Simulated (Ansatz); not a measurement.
Species: HCl$_{3}$GeS, SMILES `[SH][Ge]([Cl])([Cl])[Cl]` (charge 0, multiplicity 1).

### Question
Give a relaxed geometry from PBE0-D3(BJ)/def2-TZVP (Ansatz, an electronic-structure program).

### Answer
the end point of this relaxation (outside a Z-matrix the atoms follow the SMILES, hydrogens last).
Z-matrix (Å, degrees):
```
Ge
Cl 1 2.1229
Cl 1 2.1294 2 109.13
Cl 1 2.1294 2 109.15 3 -116.23
S 1 2.1881 2 107.20 3 121.84
H 5 1.3455 1 92.26 2 -179.78
```
